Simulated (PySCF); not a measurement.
HFSi, charge -1, doublet, geometry from GFN2-xTB (a state made from the parent by changing its charge; the spin is typed, not shown lowest); PySCF with CCSD(T)/def2-TZVP.

Here is a job for PySCF.
```python
from pyscf import gto, scf, cc

mol = gto.M(
    atom='''
Si   -0.279835   -0.368462    0.505244
H    -0.949016   -1.249640   -0.619775
F     0.540745    0.712012   -0.717071
''',
    basis='def2-tzvp',
    charge=-1,
    spin=1,
    verbose=4,
)

mf = scf.UHF(mol)
mf.kernel()

mycc = cc.CCSD(mf)
mycc.kernel()
et = mycc.ccsd_t()
print('E(CCSD(T)) = %.10f' % (mycc.e_tot + et))
mf.analyze()
```

The log (banner, timings and long lists left out):

```
PySCF version 2.14.0

[INPUT] verbose = 4
[INPUT] num. atoms = 3
[INPUT] num. electrons = 25
[INPUT] charge = -1
[INPUT] spin (= nelec alpha-beta = 2S) = 1
[INPUT] symmetry False subgroup None
[INPUT] Mole.unit = angstrom
[INPUT] Symbol           X                Y                Z      unit          X                Y                Z       unit  Magmom
[...]
nuclear repulsion = 43.138895549311
number of shells = 28
number of NR pGTOs = 117
number of NR cGTOs = 74
basis = def2-tzvp
ecp = {}

******** <class 'pyscf.scf.uhf.UHF'> ********
method = UHF
initial guess = minao
damping factor = 0
level_shift factor = 0
DIIS = <class 'pyscf.scf.diis.CDIIS'>
diis_start_cycle = 1
diis_space = 8
diis_damp = 0
SCF conv_tol = 1e-09
SCF conv_tol_grad = None
SCF max_cycles = 50
direct_scf = True
direct_scf_tol = 1e-13
number electrons alpha = 13  beta = 12
Set gradient conv threshold to 3.16228e-05
init E= -388.531321298461

cycle= 1 E= -388.942261849089  delta_E= -0.411  |g|= 0.378  |ddm|= 0.961
cycle= 2 E= -388.979682398955  delta_E= -0.0374  |g|= 0.296  |ddm|= 0.378
cycle= 3 E= -389.004260220368  delta_E= -0.0246  |g|= 0.0279  |ddm|= 0.121
cycle= 4 E= -389.005604236045  delta_E= -0.00134  |g|= 0.00984  |ddm|= 0.073
cycle= 5 E= -389.005844360819  delta_E= -0.00024  |g|= 0.00442  |ddm|= 0.0312
cycle= 6 E= -389.005915875505  delta_E= -7.15e-05  |g|= 0.00178  |ddm|= 0.0212
cycle= 7 E= -389.005927764823  delta_E= -1.19e-05  |g|= 0.000894  |ddm|= 0.00869
cycle= 8 E= -389.005931106478  delta_E= -3.34e-06  |g|= 0.000471  |ddm|= 0.00441
cycle= 9 E= -389.00593220492  delta_E= -1.1e-06  |g|= 0.00023  |ddm|= 0.00235
cycle= 10 E= -389.005932500392  delta_E= -2.95e-07  |g|= 0.000141  |ddm|= 0.00106
cycle= 11 E= -389.005932627876  delta_E= -1.27e-07  |g|= 9.12e-05  |ddm|= 0.000801
cycle= 12 E= -389.005932697103  delta_E= -6.92e-08  |g|= 3.89e-05  |ddm|= 0.000877
cycle= 13 E= -389.005932707659  delta_E= -1.06e-08  |g|= 1.28e-05  |ddm|= 0.000419
cycle= 14 E= -389.005932708153  delta_E= -4.94e-10  |g|= 5.2e-06  |ddm|= 7.86e-05
Extra cycle  E= -389.005932708195  delta_E= -4.16e-11  |g|= 3.31e-06  |ddm|= 1.19e-05
converged SCF energy = -389.005932708195  <S^2> = 0.78153146  2S+1 = 2.0312867

******** <class 'pyscf.cc.uccsd.UCCSD'> ********
CC2 = 0
CCSD nocc = (np.int64(13), np.int64(12)), nmo = (74, 74)
max_cycle = 50
direct = 0
conv_tol = 1e-07
conv_tol_normt = 1e-06
diis_space = 6
diis_start_cycle = 0
diis_start_energy_diff = 1e+09
Init t2, MP2 energy = -0.481033647974098
Init E_corr(UCCSD) = -0.481033647984879
cycle = 1  E_corr(UCCSD) = -0.486410293936546  dE = -0.00537664595  norm(t1,t2) = 0.0854141
cycle = 2  E_corr(UCCSD) = -0.498039906621812  dE = -0.0116296127  norm(t1,t2) = 0.0313739
cycle = 3  E_corr(UCCSD) = -0.498467151225512  dE = -0.000427244604  norm(t1,t2) = 0.0187869
cycle = 4  E_corr(UCCSD) = -0.500628490282813  dE = -0.00216133906  norm(t1,t2) = 0.00922088
cycle = 5  E_corr(UCCSD) = -0.500708750012552  dE = -8.02597297e-05  norm(t1,t2) = 0.00289746
cycle = 6  E_corr(UCCSD) = -0.500556389127401  dE = 0.000152360885  norm(t1,t2) = 0.00139077
cycle = 7  E_corr(UCCSD) = -0.500551016794558  dE = 5.37233284e-06  norm(t1,t2) = 0.000596782
cycle = 8  E_corr(UCCSD) = -0.500582126749073  dE = -3.11099545e-05  norm(t1,t2) = 0.000267064
cycle = 9  E_corr(UCCSD) = -0.500577692677312  dE = 4.43407176e-06  norm(t1,t2) = 0.000129961
cycle = 10  E_corr(UCCSD) = -0.500577399765019  dE = 2.92912293e-07  norm(t1,t2) = 6.55567e-05
cycle = 11  E_corr(UCCSD) = -0.500577414049317  dE = -1.42842974e-08  norm(t1,t2) = 2.79373e-05
cycle = 12  E_corr(UCCSD) = -0.500576826392839  dE = 5.87656477e-07  norm(t1,t2) = 1.25823e-05
cycle = 13  E_corr(UCCSD) = -0.500576556666914  dE = 2.69725925e-07  norm(t1,t2) = 5.55445e-06
cycle = 14  E_corr(UCCSD) = -0.500576589545505  dE = -3.28785908e-08  norm(t1,t2) = 2.38041e-06
cycle = 15  E_corr(UCCSD) = -0.5005765401089  dE = 4.94366054e-08  norm(t1,t2) = 1.17774e-06
[...]
E(UCCSD) = -389.5065092480966  E_corr = -0.5005765399017579
E(CCSD(T)) = -389.5196160579
[...]
Total Energy =                        -389.005932708194791
Nuclear Repulsion Energy =              43.138895549310973
One-electron Energy =                 -633.449308546312523
Two-electron Energy =                  201.304480288806758
Two-electron Coulomb Energy =          232.282560163193267
DFT Exchange-Correlation Energy =      -30.978079874386509
**** MO energy ****
                             alpha | beta                alpha | beta
[...]
To work with the spin densities directly, `use mulliken_meta_spin()` only printing them here.

 ** Mulliken spin pop alpha/beta on meta-lowdin orthogonal AOs **
 ** Mulliken Spin Density (per AO)  **
spin_pop of  0 Si 1s       -0.00000
spin_pop of  0 Si 2s        0.00001
spin_pop of  0 Si 3s        0.06409
spin_pop of  0 Si 4s        0.00319
spin_pop of  0 Si 5s        0.00011
spin_pop of  0 Si 2px       0.00000
spin_pop of  0 Si 2py       0.00000
spin_pop of  0 Si 2pz      -0.00000
spin_pop of  0 Si 3px       0.60395
spin_pop of  0 Si 3py       0.35336
spin_pop of  0 Si 3pz      -0.07804
spin_pop of  0 Si 4px       0.01561
spin_pop of  0 Si 4py       0.00881
spin_pop of  0 Si 4pz      -0.00195
spin_pop of  0 Si 5px       0.00054
spin_pop of  0 Si 5py       0.00031
spin_pop of  0 Si 5pz       0.00006
spin_pop of  0 Si 6px       0.00001
spin_pop of  0 Si 6py       0.00000
spin_pop of  0 Si 6pz      -0.00000
spin_pop of  0 Si 3dxy      0.01006
spin_pop of  0 Si 3dyz      0.00080
spin_pop of  0 Si 3dz^2     0.00087
spin_pop of  0 Si 3dxz      0.00089
spin_pop of  0 Si 3dx2-y2    0.00337
spin_pop of  0 Si 4dxy      0.00008
spin_pop of  0 Si 4dyz     -0.00003
spin_pop of  0 Si 4dz^2    -0.00007
spin_pop of  0 Si 4dxz      0.00003
spin_pop of  0 Si 4dx2-y2    0.00020
spin_pop of  0 Si 4f-3      0.00006
spin_pop of  0 Si 4f-2     -0.00025
spin_pop of  0 Si 4f-1      0.00006
spin_pop of  0 Si 4f+0      0.00011
spin_pop of  0 Si 4f+1      0.00009
spin_pop of  0 Si 4f+2      0.00001
spin_pop of  0 Si 4f+3     -0.00001
spin_pop of  1 H 1s       -0.01504
spin_pop of  1 H 2s        0.00021
spin_pop of  1 H 3s        0.00046
spin_pop of  1 H 2px       0.00002
spin_pop of  1 H 2py      -0.00006
spin_pop of  1 H 2pz      -0.00012
spin_pop of  2 F 1s       -0.00000
spin_pop of  2 F 2s        0.00206
spin_pop of  2 F 3s        0.00016
spin_pop of  2 F 4s       -0.00006
spin_pop of  2 F 5s        0.00001
spin_pop of  2 F 2px       0.01439
spin_pop of  2 F 2py       0.00818
spin_pop of  2 F 2pz       0.00198
spin_pop of  2 F 3px       0.00094
spin_pop of  2 F 3py       0.00054
spin_pop of  2 F 3pz      -0.00008
spin_pop of  2 F 4px       0.00002
spin_pop of  2 F 4py       0.00002
spin_pop of  2 F 4pz       0.00004
spin_pop of  2 F 3dxy      0.00002
spin_pop of  2 F 3dyz     -0.00000
spin_pop of  2 F 3dz^2     0.00000
spin_pop of  2 F 3dxz     -0.00001
spin_pop of  2 F 3dx2-y2   -0.00002
spin_pop of  2 F 4dxy      0.00001
spin_pop of  2 F 4dyz      0.00001
spin_pop of  2 F 4dz^2     0.00000
spin_pop of  2 F 4dxz      0.00001
spin_pop of  2 F 4dx2-y2    0.00001
spin_pop of  2 F 4f-3     -0.00000
spin_pop of  2 F 4f-2      0.00000
spin_pop of  2 F 4f-1      0.00000
spin_pop of  2 F 4f+0      0.00000
spin_pop of  2 F 4f+1      0.00000
spin_pop of  2 F 4f+2      0.00000
spin_pop of  2 F 4f+3     -0.00000
 ** Mulliken Spin Density (per atom)  **
spin density of  0 Si =      0.98632
spin density of  1 H =     -0.01453
spin density of  2 F =      0.02821
 ** Mulliken pop alpha/beta on meta-lowdin orthogonal AOs **
 ** Mulliken pop       alpha | beta **
In total            13.00000 | 12.00000
 ** Mulliken atomic charges   ( Nelec_alpha | Nelec_beta ) **
charge of  0Si =     -0.12250  (     7.55441      6.56809 )
charge of  1H =     -0.21127  (     0.59837      0.61290 )
charge of  2F =     -0.66623  (     4.84722      4.81901 )

WARN: System has nonzero charge -1; the dipole moment is origin-dependent.
Location of origin: [0. 0. 0.]

Dipole moment(X, Y, Z, Debye):  0.31044,  0.40876, -0.48360
```
